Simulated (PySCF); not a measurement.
## Stretching TlBr

Set-up: basis Tl def2-SVP with ECP60, Br def2-SVP; scalar-relativistic core potentials; PySCF 2.14. Energies in eV from Tl + Br in their ground configurations at the same level. State: ¹Σ⁺ (singlet), closed shell.

Curves on a restricted Hartree–Fock reference rise too fast on stretching and do not dissociate correctly.

All columns are RHF. A positive dipole means Tl(−)Br(+).

```tsv
R (Å)	E (eV)	μ (D)	Mulliken charge on Tl (basis-dependent)	HOMO (eV)	LUMO (eV)	Mayer bond order	⟨S²⟩
2.300	-1.867	-1.89	0.42	-8.84	1.00	0.98	0.00
2.407	-2.407	-2.77	0.46	-9.03	0.86	0.92	0.00
2.514	-2.711	-3.66	0.50	-9.17	0.73	0.87	0.00
2.594	-2.829	-4.31	0.52	-9.23	0.63	0.83	0.00
2.674	-2.878	-4.95	0.54	-9.26	0.52	0.80	0.00
2.754	-2.874	-5.58	0.57	-9.25	0.42	0.76	0.00
2.861	-2.809	-6.41	0.59	-9.19	0.29	0.72	0.00
2.995	-2.665	-7.42	0.62	-9.05	0.13	0.68	0.00
3.155	-2.440	-8.59	0.65	-8.82	-0.06	0.63	0.00
3.369	-2.103	-10.10	0.68	-8.43	-0.30	0.58	0.00
```

A fit through these points gives, at Re = 2.706 Å, μ = -5.21 D and dμ/dR = -7.91 D/Å; the reduced mass is 56.98 u.

**Question.** How strong is the fundamental in the double-harmonic approximation, I = 42.26·(dμ/dR)²/μred km/mol?

**Answer.** I = 42.26·(-7.91)²/56.98 = 46.4 km/mol at RHF.

Spin–orbit coupling is left out, which matters for elements this heavy, above all for dissociation energies. Where the molecule has an RHF reference, its open-shell atoms are computed with UHF. Hartree–Fock leaves out correlation, which carries a large part of most bond energies and some tenths to 1 eV of ionisation energies.
